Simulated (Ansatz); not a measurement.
Species: sum formula H₅SiO₃, charge 1, multiplicity 1. It need not be the lowest isomer of its formula. SMILES: O[SiH](O)[OH2+]
Structure (B3LYP-D3(BJ)/def2-TZVP (Ansatz, a first-principles code) minimum search):
```xyz
9

O     -0.0460     1.4935     0.3828
Si    -0.1584    -0.1011     0.4135
O     -1.1487    -0.8305    -0.6081
O      1.3496    -0.4091    -0.5426
H     -0.3595     2.1111     1.0509
H      0.0340    -0.7442     1.7076
H     -1.9707    -1.2842    -0.3968
H      1.3153    -1.0276    -1.2937
H      1.9595     0.3300    -0.7149
```
Charge +1, spin multiplicity 1.

Parts of the frozen-core correlation energy in cc-pV(Q+d)Z (Ansatz, hartree). Frozen orbitals: 8; correlated occupied orbitals by spin: 13 and 13; virtual: 358 and 358. No spin-orbit coupling. Non-relativistic.

```
term                            value
-------------------------  ----------
reference (HF)             -516.46418
MP2 opposite-spin                 ___
MP2 same-spin                     ___
CCSD correlation             -0.91767
(T)                               ___
T1 diagnostic                   0.011
largest doubles amplitude       0.020
```

Task: Complete the blanks.

Result: 
- MP2 opposite-spin, value: -0.69035
- MP2 same-spin, value: -0.21692
- (T), value: -0.03224
